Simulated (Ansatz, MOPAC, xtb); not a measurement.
The molecule AlS, multiplicity 2 (the spin of the measured ground state).

Seven points along R, fitted to fifth degree in 1/R; most abundant isotopes. Runs in def2 and cc sets follow the lowest solution found near the PBE0 minimum.

Run with Ansatz (an electronic-structure program); MOPAC for PM6 (differences of heats of formation); xtb for the GFN methods. Each number belongs to the level named beside it. The GFN methods have no spin term and hold the electronic entropy of 300 K.

| level | r_e (Å) | ω_e (cm⁻¹) | B_e (cm⁻¹) | ω_e x_e (cm⁻¹) | D_e (eV) | dipole (D) |
|---|---|---|---|---|---|---|
| PM6 | 1.982 | 785 | 0.293 | 4.8 | - | - |
| GFN1-xTB | 2.074 | 619 | 0.268 | 3.5 | - | - |
| GFN2-xTB | 2.073 | 680 | 0.268 | 5.0 | - | - |
| SVWN5/def2-TZVPP | 2.030 | 618 | 0.280 | 2.8 | 5.12 | 3.50 |
| PBE/def2-TZVPP | 2.049 | 600 | 0.274 | 3.0 | 4.45 | 3.50 |
| r2SCAN/def2-TZVPP | 2.031 | 630 | 0.279 | 3.1 | 4.47 | 3.84 |
| B97M-V/def2-TZVPP | 2.028 | 630 | 0.280 | 3.1 | 4.52 | 3.85 |
| B3LYP/def2-TZVPP | 2.045 | 595 | 0.275 | 3.4 | 4.10 | 3.75 |
| PBE0/def2-TZVPP | 2.031 | 621 | 0.279 | 3.3 | 4.23 | 3.85 |
| BHLYP/def2-TZVPP | 2.029 | 608 | 0.280 | 4.1 | 3.81 | 4.09 |
| CAM-B3LYP/def2-TZVPP | 2.029 | 611 | 0.280 | 3.8 | 4.02 | 3.96 |
| wB97X-V/def2-TZVPP | 2.025 | 623 | 0.281 | 3.9 | 4.18 | 4.08 |
| wB97M-V/def2-TZVPP | 2.036 | 603 | 0.278 | 4.0 | 4.25 | 4.07 |
| B2PLYP/def2-TZVPP | 2.040 | 620 | 0.277 | 3.1 | 4.14 | - |
| CCSD/aug-cc-pV(T+d)Z | 2.045 | 596 | 0.275 | 3.8 | 3.73 | - |
| CCSD/def2-TZVPP | 2.042 | 601 | 0.276 | 3.7 | 3.72 | - |
| CCSD/aug-cc-pV(Q+d)Z | 2.034 | 612 | 0.279 | 4.0 | 3.89 | - |
| CCSD/def2-QZVPP | 2.033 | 613 | 0.279 | 4.0 | 3.87 | - |
| CCSD(T)/aug-cc-pV(T+d)Z | 2.050 | 609 | 0.274 | 3.3 | 3.99 | - |
| CCSD(T)/def2-TZVPP | 2.047 | 615 | 0.275 | 3.3 | 3.97 | - |
| CCSD(T)/aug-cc-pV(Q+d)Z | 2.039 | 622 | 0.277 | 3.3 | 4.16 | - |
| CCSD(T)/def2-QZVPP | 2.038 | 623 | 0.277 | 3.3 | 4.14 | - |
| CCSD(T)/CBS(aug-cc-pV(T+d)Z, aug-cc-pV(Q+d)Z) | 2.034 | 629 | 0.278 | 3.2 | - | - |
| CCSD(T)/CBS(def2-TZVPP, def2-QZVPP) | 2.034 | 629 | 0.278 | 3.2 | - | - |

D_e counts from each atom's lowest state at the same level, without counterpoise or zero-point energy.

Cores are frozen in the correlated methods. CBS(a, b) extrapolates the correlation energy as X⁻³ and adds the Hartree–Fock energy of set b. The state that PM6 reach isn't checked.

Measured for the ground state: r_e 2.029 Å [Huber and Herzberg (1979), NIST Chemistry WebBook]. ω_e 617.12 cm-1, ω_e x_e 3.331 cm-1, B_e 0.28004 cm-1, α_e 0.0017822 cm-1 [Irikura, J. Phys. Chem. Ref. Data 36, 389 (2007)].
